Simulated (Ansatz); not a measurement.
Job for Ansatz (a first-principles code): R-PBE0/def2-TZVPPD on HF (SMILES F) with ghost functions. Files ending in .json are basis or fitting sets from the Basis Set Exchange.

Ansatz 0.2 input:
```yaml
crystal:
  periodic: [false, false, false]
  atoms:
    - {symbol: F, position_ang: [-0.05706465, 0.51311197, -0.03906524]}
    - {symbol: H, position_ang: [-0.42475143, 0.50043473, 0.81296299]}
basis:
  gaussian:
    orbitals: def2-TZVPPD.json
    ghost_atoms:
      - {symbol: C, position_ang: [0.80316508, -0.29005744, 3.42419510]}
      - {symbol: C, position_ang: [-0.59961124, 0.21313293, 3.09576374]}
      - {symbol: H, position_ang: [1.42226578, -0.35342240, 2.52784708]}
      - {symbol: H, position_ang: [0.76831973, -1.28334221, 3.87427505]}
      - {symbol: H, position_ang: [1.30455867, 0.37670174, 4.12736326]}
      - {symbol: H, position_ang: [-0.57134357, 1.21810347, 2.66177035]}
      - {symbol: H, position_ang: [-1.22687470, 0.28066300, 3.98597742]}
      - {symbol: H, position_ang: [-1.11484210, -0.46376084, 2.40622697]}
hamiltonian:
  xc: {name: PBE0}
scf: {lower_state_search: off}
```

The log:

```
WARN ansatz: RAYON_NUM_THREADS=1 ignored (pool sized by the plan → 1); use --threads N
Functional definition: PBE0
these checks for a lower state are left out or cut short: stability, starts, cluster_reference, orbital_swaps, neighbouring_geometries, increment
integrals: 0.10 GiB planned
880 factors; their error is unknown
mean field: 1.05 GiB planned
mean field evaluation 1: about -2730.5257 eV, gradient 3.2e1 eV
mean field evaluation 2: about -2728.7602 eV, gradient 4.9e1 eV
mean field evaluation 4: about -2731.9112 eV, gradient 1.4e-1 eV
mean field evaluation 8: about -2731.9201 eV, gradient 7.9e-3 eV
mean field -2731.92008481 eV, -100.3962113548 hartree, gradient 5.6e-6 eV, S^2 0.000000; 0 other end points of the search recorded, 0 dependent functions left out
reference -2731.92011165 eV, -100.3962123413 hartree; 5, 5 occupied and 228, 228 virtual orbitals, 880 factors
Total energy: -2731.92011165 eV, -100.3962123413 hartree
Checks for a lower state left out: stability, starts, cluster_reference, orbital_swaps, neighbouring_geometries, increment
```

Self-consistency was reached.

Cost: around 2.7 core-seconds (rough).
